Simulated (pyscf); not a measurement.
**`[NH][SiH]([NH2])[NH2]`, doublet**

Gas-phase minimum from PySCF at ωB97X-D3(BJ)/def2-SVP, one conformer. •HN–SiH(NH₂)–NH₂ lies 16.4 kcal/mol over its isomer H₂N–Si•(NH₂)–NH₂ (electronic energy, ωB97M-D3(BJ)/def2-TZVP). 

SMILES: [SiH](N)([NH])N
```xyz
10

N     -0.6303    -0.8886    -2.1943
Si    -0.6244     0.8281    -1.7523
N     -0.8825     1.2979    -0.1149
N      0.9590     1.3334    -2.1876
H     -1.3365    -1.4258    -1.6734
H     -1.7977     1.3879    -2.5005
H     -1.8073     1.4580     0.2659
H     -0.1865     1.1365     0.6042
H      1.4546     0.8509    -2.9284
H      1.2764     2.2867    -2.0597
```
Charge 0, spin multiplicity 2.

Bond lengths (Å): N1–Si2 1.773, N1–H5 1.029, Si2–N3 1.723, Si2–N4 1.718, Si2–H6 1.500, N3–H7 1.013, N3–H8 1.014, N4–H9 1.014, N4–H10 1.013. Bond angles (°): Si2–N1–H5 112.4, N1–Si2–N3 120.0, N1–Si2–N4 103.0, N1–Si2–H6 103.6, N3–Si2–N4 107.4, N3–Si2–H6 104.8, N4–Si2–H6 119.0, Si2–N3–H7 122.5, Si2–N3–H8 121.9, H7–N3–H8 112.7, Si2–N4–H9 119.7, Si2–N4–H10 122.2, H9–N4–H10 112.8.

Properties at ωB97X-D3(BJ)/def2-SVP:

| Item | Result |
|---|---|
| Harmonic wavenumbers, unscaled | 178, 223, 256, 276, 299, 310, 367, 425, 717, 728, 735, 812, 826, 888, 926, 969, 1536, 1541, 2200, 3506, 3632, 3635, 3735, 3739 cm⁻¹ |
| Zero-point energy | 46.4 kcal/mol |
| Rotational symmetry number | 1 |
| Entropy of this conformer at 298 K and 1 atm, rigid rotor and harmonic oscillator, modes under 100 cm⁻¹ raised to 100 | 332.1 J/(mol K) |
| Dipole moment | 1.86 D |
| Spin expectation value S2 | 0.753 |

Single-point totals, which compare only within one level:

```tsv
level	total energy (hartree)
ωB97X-D3(BJ)/def2-TZVP	-457.54001
PBE/def2-TZVP	-457.10310
r²SCAN/def2-TZVP	-457.34447
B3LYP-D3(BJ)/def2-TZVP	-457.49853
PBE0-D3(BJ)/def2-TZVP	-457.15021
M06-2X/def2-TZVP	-457.36692
ωB97M-D3(BJ)/def2-TZVP	-457.54640
```

Soft torsions are taken as harmonic, which can shift the entropy by several J/(mol K).
